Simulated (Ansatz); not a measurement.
Consider the ligand exchange at the Al–C bond: `[CH3][Al]([SH])[Cl]` + H–F → `[F][Al]([SH])[Cl]` + CH₄.

Program: Ansatz. Geometries: PBE0-D4/def2-TZVP. ΔE: electronic, gas phase. CCSD(T)/CBS adds triple-zeta CCSD(T) − MP2 to the extrapolated MP2 energy (def2 sets, frozen cores). This one scheme is used for every species. Functionals use def2-TZVPP. B3LYP here is the variant with VWN-RPA as its local correlation; programs differ in this. HSE06 is defined as in plane-wave codes. Each species was taken in one conformer, which may not be the lowest.

```tsv
level	ΔE (kJ/mol)	difference from CCSD(T)/CBS
LDA (SPW92)	-162.8	12.0
PBE-D4	-166.4	8.4
revPBE-D4	-166.0	8.8
r2SCAN-D4	-180.1	-5.3
B97M-V	-185.0	-10.2
PBE0-D4	-167.1	7.7
B3LYP-D4	-180.0	-5.2
r2SCAN0-D4	-177.6	-2.8
HSE06-D4	-166.6	8.2
BHLYP-D4	-183.8	-9.0
CAM-B3LYP-D4	-183.3	-8.5
ωB97X-V	-177.4	-2.6
ωB97M-V	-175.1	-0.3
B2PLYP	-183.7	-8.9
PBE-QIDH	-173.1	1.7
PBE	-169.5	5.3
revPBE	-170.9	3.9
r2SCAN	-181.1	-6.3
B3LYP	-184.9	-10.1
r2SCANh	-180.1	-5.3
r2SCAN0	-178.8	-4.0
HSE06	-169.4	5.4
BHLYP	-188.3	-13.5
CAM-B3LYP	-186.4	-11.6
LC-ωPBE	-175.8	-1.0
RPA@PBE/def2-TZVPP	-175.4	-0.6
HF/def2-SVP	-192.9	-18.1
MP2/def2-SVP	-188.8	-14.0
CCSD/def2-SVP	-188.9	-14.1
CCSD(T)/def2-SVP	-187.3	-12.5
HF/def2-TZVPP	-194.2	-19.4
MP2/def2-TZVPP	-176.2	-1.4
SCS-MP2/def2-TZVPP	-181.3	-6.5
CCSD/def2-TZVPP	-178.3	-3.5
CCSD(T)/def2-TZVPP	-175.6	-0.8
HF/def2-QZVPP	-196.6	-21.8
MP2/def2-QZVPP	-176.5	-1.7
SCS-MP2/def2-QZVPP	-181.6	-6.8
HF/CBS(def2)	-196.9	-22.1
MP2/CBS(def2)	-175.3	-0.5
CCSD(T)/CBS	-174.8	0
```

(1) What do rigid-rotor, harmonic-oscillator terms from PBE0-D4/def2-TZVP frequencies (298.15 K, 1 bar) make of the CCSD(T)/CBS value? (An estimate is asked.)

Largest T1 diagnostic among the species: 0.011.

Results:

(1) Computed: ΔZPE = +6.0 kJ/mol, ΔH = -171.0 kJ/mol, ΔS = -16 J/(mol·K), ΔG = -166.3 kJ/mol. Modes under 50 cm⁻¹ make the entropy rough.

Leaving LDA and LC-ωPBE aside and taking each functional with its dispersion term where it has one, the values spread over 19.0 kJ/mol, from B97M-V to revPBE-D4. LDA lies +6.7 kJ/mol from PBE without D4. The D4 term adds +4.9 kJ/mol with B3LYP and +2.9 kJ/mol with PBE0; it sums over pairs of atoms, weighted by their polarisabilities, and B3LYP, whose exchange is more repulsive, gets the larger term. At CCSD(T), def2-SVP lies −12.5 kJ/mol from the extrapolated value and def2-TZVPP −0.8 kJ/mol.
